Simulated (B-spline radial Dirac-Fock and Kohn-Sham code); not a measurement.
## Relative photoemission cross sections at 4000 eV: 1s, H to Ar

Model: a relativistic central-field model (Hartree-Slater potential of the initial state, Latter tail, multipole expansion of the photon field, Dirac-Fock thresholds). Program: a radial finite-basis atomic code. Cross sections are relative to C 1s, computed as 0.7121 kb at this energy; β is from the dipole term. Free atoms in their tabulated ground configurations, whose changes along a row show as steps; without correlation, outer binding energies come out low.

```
 Z  element      σ 1s  β 1s  binding 1s (eV)
 1        H  0.000148  2.00            13.61
 2       He   0.00637  2.00            23.45
 4       Be     0.170  2.00            123.3
 5        B     0.457  2.00            200.8
 6        C      1.00  2.00            297.0
 7        N      1.91  2.00            411.9
 8        O      3.30  2.00            545.6
 9        F      5.28  2.00            698.0
10       Ne      7.98  2.00            869.3
12       Mg      15.9  2.00           1310.8
13       Al      21.3  2.00           1568.1
14       Si      27.8  2.00           1848.7
18       Ar      64.8  2.00           3205.8
```
